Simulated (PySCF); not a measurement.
## How methods differ on the excitation energy of Al

Al [Ne] 3s2 3p1 (2P) → Al [Ne] 3s2 3d1 (2D), as a difference of total energies. All numbers are calculated (PySCF 2.14, scalar relativity by spin-free X2C-1e, in x2c-QZVPPall with one added diffuse shell each of s, p, d, f type (10s7p5d3f1g, 86 functions)). Correlated levels: valence and next inner shell: 1s2 frozen. The calculations carry no spin-orbit coupling.

| method | excitation energy (eV) |
| --- | --- |
| UHF | 4.334 |
| MP2 (valence and next inner shell) | 4.344 |
| SCS-MP2 (valence and next inner shell) | 4.357 |
| CCSD (valence and next inner shell) | 4.243 |
| CCSD(T) (valence and next inner shell) | 4.140 |

Errors of the correlated levels include the incompleteness of this basis and the frozen core.

The promoted electron is Rydberg-like, and one or two diffuse shells describe it only roughly, which tends to raise the upper state.

The coupled-cluster amplitudes are large for the upper state (T1 above 0.03 or a double amplitude above 0.15), so a single reference is strained.

Problem. Which method comes closest to the reference value, and which is furthest?

Solution. The reference is 4.012 eV (measured; NIST levels, between the centres of gravity of the two terms). Closest: CCSD(T) (valence and next inner shell) (error 0.128 eV); furthest: SCS-MP2 (valence and next inner shell) (error 0.345 eV).
